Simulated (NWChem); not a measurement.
**Spin states of CH$_{2}$N**

SMILES: C=[N]
```xyz
4

C      0.0000     0.0000     0.5021
N      0.0000     0.0000    -0.7402
H     -0.9435     0.0000     1.0845
H      0.9435     0.0000     1.0845
```
Charge 0, spin multiplicity 2.

Program: NWChem. The geometry was optimised at UPBE0/def2-SVP, a minimum by its harmonic frequencies.

Basis set: def2-TZVP. The gap is E(quartet) − E(doublet) at the geometry of the doublet, so a negative value puts the higher spin lower. Open shells are unrestricted, coupled cluster uses restricted open-shell references. The quartet is the single determinant that the SCF runs reached, with unpaired electrons in orbitals of symmetry b1 and b2 and b2 (C2v labels); it need not be the lowest quartet, which in molecules with degenerate π orbitals can need several determinants.

```csv
method,vertical doublet-quartet gap (kcal/mol),relative cost,remark,difference from CCSD(T)
PBE,123.4,1,-,+1.0
B3LYP,120.5,under 3,-,-1.9
HF,90.4,under 3,spin-contaminated,-32.0
B2PLYP,121.5,under 3,-,-0.9
MP2,117.5,3,spin-contaminated,-4.9
CAM-B3LYP,119.0,10,-,-3.4
LC-wPBE (omega 0.3 per bohr),119.4,10,-,-3.0
CCSD(T),122.4,10,-,0.0
```

The values span 33.0 kcal/mol, from HF (lowest) to PBE (highest). Relative cost: rough, from shared machines, SCF included, PBE = 1.

The correlated methods keep 2 core orbitals frozen. B3LYP has NWChem's definition, with VWN1-RPA local correlation. GW and range-separated runs recompute their integrals, the others keep them in memory, which bears on the times. The structure started from a generated list of species. The unpaired electrons of the parent sit in orbitals of symmetry b1 (C2v labels of the run); other states weren't searched. No SCF solution was tested for a lower state. Open-shell Hartree-Fock references start from PBE0 orbitals; any time given for them includes that run. Differences from the coupled-cluster row are differences between methods, not errors against experiment.
